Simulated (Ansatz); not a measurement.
Consider the ligand exchange at the Al–S bond: `[SH][Al]([Cl])[Cl]` + HBr → `[Cl][Al]([Cl])[Br]` + H₂S.

Isolated molecules relaxed with PBE0-D4/def2-TZVP in Ansatz; ΔE leaves out vibrations. CBS: MP2 limit from def2 TZ/QZ plus the TZ coupled-cluster correction, frozen cores. This one scheme is used for every species. DFT in def2-TZVPP. For Br outer-core shells are correlated without core-valence functions, which leaves a few kJ/mol of doubt a bond. Scalar relativity is left out up to krypton. One conformer a species, not always the lowest.

```
             level  ΔE (kJ/mol)
            B97M-V        -37.8
        r2SCAN0-D4        -41.9
              BLYP        -38.7
       HF/def2-SVP        -50.6
     HF/def2-TZVPP        -51.4
SCS-MP2/def2-TZVPP        -43.1
     MP2/CBS(def2)        -44.7
    CCSD/CBS(def2)        -45.0
```

(1) What does CCSD(T)/CBS give? (Best estimate.)

Largest T1 diagnostic among the species: 0.009.

## Answers

(1) Ansatz gave: -43.2 kJ/mol. The listed levels differ from it by 5.4, 1.3, 4.5, -7.4, -8.2, 0.1, -1.5, -1.8 kJ/mol.

In def2-TZVPP, CCSD(T) changes the Hartree–Fock value by +10.6 kJ/mol (the triples alone add +1.8 kJ/mol) and MP2 by +9.1 kJ/mol. From BLYP to BHLYP (50 % exact exchange), in def2-TZVPP and without D4, ΔE moves by −6.4 kJ/mol.
